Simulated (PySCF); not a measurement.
## Assigning NMR signals

Bonds (- single, = double, # triple, : aromatic): C1-C2, C2=O3, C2-N4, N4-C5, C5-Si6, Si6-C7, C7-Si8, Si8-C5. C1 carries H9, H10, H11; N4 carries H12; C5 carries H13; Si6 carries H14, H15; C7 carries H16, H17; Si8 carries H18, H19. H15, H16, H19 are cis to N4 on the ring; H14, H17, H18 are trans to N4 on the ring.

PySCF 2.14.0 with density-fitted response routines calculation with geometry from GFN2-xTB and GIAO PBE0/pcSseg-1 shieldings; one computed conformer, isolated molecule, equivalent nuclei averaged, non-relativistic.

Shifts are taken against calculated references (same method and geometry level): 13C (σref 186.93) and 1H (σref 31.72) against TMS.

Problem. Assign these signals to the numbered atoms. 13C{1H} NMR (computed): δ 174.0, 36.1, 24.0, 0.3.

Solution. 
```tsv
δ (ppm)	atoms	environment	reason
174.0	C2	amide carbonyl carbon	lone-pair donation from the attached heteroatom keeps it upfield of a ketone carbonyl
36.1	C5	sp3 CH bonded to N and 2 Si	the inductive effect lowers its shielding
24.0	C1	methyl carbon α to a carbonyl	the adjacent C=O deshields it moderately
0.3	C7	sp3 CH2 bonded to 2 Si	an electropositive neighbour leaves it electron-rich and shielded
```

Problem. Assign these signals to the numbered atoms. 1H NMR (600 MHz, computed): δ 5.40 (br, 1H), 4.98 (m, 2H), 4.69 (m, 2H), 3.01 (m, 1H), 1.88 (s, 3H), 0.38 (m, 1H), 0.23 (m, 1H).

Solution. 
5.40 → H12, hydrogen on an amide-type nitrogen: exchangeable; this is the value without hydrogen bonding to other molecules
4.98 → H14/H18, hydrogen on a silicon bonded to 2 C, in a 4-membered ring
4.69 → H15/H19, hydrogen on a silicon bonded to 2 C, in a 4-membered ring
3.01 → H13, hydrogen on an sp3 CH bonded to N and 2 Si: its carbon carries N, which withdraws density
1.88 → H9/H10/H11, hydrogen on a methyl carbon α to a carbonyl: α to C=O
0.38 → H17, hydrogen on an sp3 CH2 bonded to 2 Si: an electropositive neighbour shields it, as in TMS itself
0.23 → H16, hydrogen on an sp3 CH2 bonded to 2 Si

OH and NH positions are those of a molecule without intermolecular hydrogen bonds; in solution they move with solvent, concentration and temperature, and exchange usually removes their couplings. Amide-type NH protons are broadened by 14N but still split neighbouring CH signals. Shifts are as computed. Against solution values, carbons near 30 ppm lie about +3 ppm off and those near 130 ppm about +5 ppm. Of 1309 compounds with measured shifts, 239 miss one by over three times the rms of a fit or turn the order of signals round; such compounds aren't used in these exercises. The C=O carbon of an acid or of an amide with N–H lies up to 10 ppm further downfield in solution, through hydrogen bonding that the calculation lacks. Multiplicities follow the n + 1 count of equivalent neighbours, as no J values were calculated; m marks all less simple cases, F and P coupling included.
